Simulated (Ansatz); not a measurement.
Relaxation of C2H5FO2Si (11 atoms, charge 0, multiplicity 1), to a largest force component of 0.02 eV/Å in at most 40 steps.

Method: RKS PBE0/STO-3G (Ansatz 0.2.0).

```xyz
11
Properties=species:S:1:pos:R:3
O 0.669 -0.924 1.778
Si -0.674 -0.074 1.107
F -1.005 1.181 2.047
C -0.234 0.582 -0.613
C 0.513 -0.272 -1.572
O 1.058 0.912 -0.914
H 1.429 -0.317 1.898
H -1.810 -0.951 1.086
H -1.074 1.227 -0.979
H 0.306 -0.192 -2.593
H 0.888 -1.230 -1.225
```

Question: Where does it end, and by what steps?

Answer: It converged. Limits of this set-up: minimal basis. After 17 steps the energy has fallen by 0.552 eV; H7 moved furthest, 0.91 Å.

```json
{"step": "0", "energy less start (eV)": "0.0000", "largest force component (eV/Å)": "5.407", "accepted": "yes"}
{"step": "1", "energy less start (eV)": "-0.4359", "largest force component (eV/Å)": "1.860", "accepted": "yes"}
{"step": "2", "energy less start (eV)": "-0.4928", "largest force component (eV/Å)": "0.259", "accepted": "yes"}
{"step": "3", "energy less start (eV)": "-0.4983", "largest force component (eV/Å)": "0.098", "accepted": "yes"}
{"step": "4", "energy less start (eV)": "-0.4999", "largest force component (eV/Å)": "0.051", "accepted": "yes"}
{"step": "5", "energy less start (eV)": "-0.5008", "largest force component (eV/Å)": "0.043", "accepted": "yes"}
{"step": "6", "energy less start (eV)": "-0.5014", "largest force component (eV/Å)": "0.086", "accepted": "yes"}
{"step": "7", "energy less start (eV)": "-0.5018", "largest force component (eV/Å)": "0.059", "accepted": "yes"}
{"step": "8", "energy less start (eV)": "-0.5027", "largest force component (eV/Å)": "0.092", "accepted": "yes"}
{"step": "9", "energy less start (eV)": "-0.5036", "largest force component (eV/Å)": "0.134", "accepted": "yes"}
{"step": "10", "energy less start (eV)": "-0.5044", "largest force component (eV/Å)": "0.421", "accepted": "yes"}
{"step": "11", "energy less start (eV)": "-0.5099", "largest force component (eV/Å)": "0.346", "accepted": "yes"}
{"step": "12", "energy less start (eV)": "-0.5296", "largest force component (eV/Å)": "0.579", "accepted": "yes"}
{"step": "13", "energy less start (eV)": "-0.5426", "largest force component (eV/Å)": "0.482", "accepted": "yes"}
{"step": "14", "energy less start (eV)": "-0.5211", "largest force component (eV/Å)": "0.501", "accepted": "no"}
{"step": "15", "energy less start (eV)": "-0.5517", "largest force component (eV/Å)": "0.074", "accepted": "yes"}
{"step": "16", "energy less start (eV)": "-0.5521", "largest force component (eV/Å)": "0.023", "accepted": "yes"}
{"step": "17", "energy less start (eV)": "-0.5522", "largest force component (eV/Å)": "0.010", "accepted": "yes"}
```

```xyz
11
Properties=species:S:1:pos:R:3
O 0.777 -0.588 1.740
Si -0.746 -0.081 1.197
F -1.351 1.115 2.132
C -0.277 0.582 -0.509
C 0.485 -0.325 -1.434
O 1.208 0.634 -0.594
H 1.360 -0.165 1.005
H -1.711 -1.162 1.156
H -0.783 1.443 -0.976
H 0.494 -0.117 -2.516
H 0.610 -1.391 -1.180
```

Whether the end is a true minimum wasn't checked by a vibrational analysis.

The run took 46 s on 1 thread of Arm Neoverse V2, with other jobs on the host, peak memory 0.15 GiB.
